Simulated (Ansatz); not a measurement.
Basis-set series for C2H8AlB, SMILES `B[CH2][AlH][CH3]`. The species carries charge 0 and has multiplicity 1. The geometry is a stationary point of PBE0-D4/def2-TZVP. It is one conformer, not always the lowest.

Z-matrix (Å, degrees):
```
C
Al 1 1.993
B 1 1.505 2 102.1
H 1 1.097 2 99.6 3 120.2
H 1 1.092 2 103.4 3 -123.2
C 2 1.945 1 120.8 3 -77.1
H 2 1.588 1 117.7 3 106.6
H 3 1.201 1 120.8 2 83.5
H 3 1.201 1 120.8 2 -90.6
H 6 1.095 2 111.4 1 -123.0
H 6 1.092 2 112.9 1 -0.8
H 6 1.096 2 110.1 1 119.5
```

| functional | basis | functions | energy (Eh) | HOMO (eV) | LUMO (eV) |
| --- | --- | --- | --- | --- | --- |
| PBE0-D4 | def2-TZVPP | 247 | -348.08874 | -8.02 | -1.70 |
| PBE0-D4 | def2-QZVPP | 481 | -348.10303 | -8.03 | -1.71 |
| ωB97M-V | def2-TZVPP | 247 | -348.24991 | -10.21 | 0.02 |
| ωB97M-V | def2-QZVPP | 481 | -348.26363 | -10.21 | -0.07 |

Q: Give the rows for def2-SVP. (An estimate is asked.)

A: Ansatz gave: 
```json
{"functional": "PBE0-D4", "basis": "def2-SVP", "functions": "100", "energy (Eh)": "-347.88686", "HOMO (eV)": "-8.02", "LUMO (eV)": "-1.67"}
{"functional": "ωB97M-V", "basis": "def2-SVP", "functions": "100", "energy (Eh)": "-348.03907", "HOMO (eV)": "-10.18", "LUMO (eV)": "0.12"}
```

Positive LUMOs are unbound and depend on the basis.
